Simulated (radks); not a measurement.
Valence configurations of Cr+ (all share [Ar]). Method: Dirac Kohn-Sham, LDA (Slater exchange, Perdew-Wang correlation), spin-unpolarised, spherical densities, finite nucleus; open shells fill j = l - 1/2 first; Fermi nuclear charge, rms radius 3.6452 fm; computed with a radial shooting solver on a logarithmic mesh with Libxc functionals. Energies are relative to 3d5; eigenvalues in eV.

valence,E (eV),e(3d3/2),e(3d5/2),e(4p1/2),e(4s1/2)
3d5,0.000,-10.181,-10.100,-,-
3d3 4s2,5.158,-19.164,-,-,-13.254
3d3 4s1 4p1,10.087,-20.360,-,-8.973,-13.951
3d4.5 4s0.5,0.226,-12.012,-11.926,-,-10.910
3d4 4s1,1.059,-14.121,-,-,-11.669
3d2 4s1 4p2,24.148,-27.418,-,-10.551,-16.129
3d4.5 4p0.5,2.332,-12.621,-12.535,-7.092,-
3d4 4p1,5.505,-15.331,-,-7.931,-
3d3 4p2,15.117,-21.498,-,-9.510,-
3d3.5 4p1.5,9.737,-18.302,-,-8.732,-

NIST lists [Ar] 3d5 as the ground configuration; this level of theory agrees among the configurations tried. The energies are those of spherical spin-averaged densities, not of single terms.
